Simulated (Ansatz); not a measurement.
Isomers of Cs₃Cl₃ (singlet), relaxed with PBE0-D4/def2-SVP; total energies from Ansatz at r2SCAN0-D4/def2-TZVP.

| isomer | description | energy (Eh) |
| --- | --- | --- |
| A | point group Cs; 7 × Cl–Cs 3.10 to 3.48 Å | -1441.33975 |
| B | point group Cs; 7 × Cl–Cs 3.10 to 3.48 Å | -1441.33974 |
| C | point group C2v; 8 × Cl–Cs 3.16 to 3.41 Å | -1441.34104 |

In the def2 sets Cs takes a core potential; there is no spin–orbit coupling.

The isomers come from a short search, and lower ones may exist.

Task: Work out the relative energies (1 Eh = 2625.5 kJ/mol) and the Boltzmann populations at 1200 K from electronic energies alone (R = 8.314 J/mol/K).

Result: ΔE: A 3.4, B 3.4, C 0.0 kJ/mol. RT = 9.98 kJ/mol. Factors exp(−ΔE/RT): A 0.711, B 0.711, C 1; sum 2.422. Populations: A 29.4 %, B 29.4 %, C 41.3 %. Zero-point energy, vibrational entropy and symmetry numbers are left out and can shift these; an error of 4 kJ/mol changes a ratio by a factor of 1.5. Over the other density-functional and correlated levels in def2 sets, the gap between C and A ranges from 2 to 10 kJ/mol.
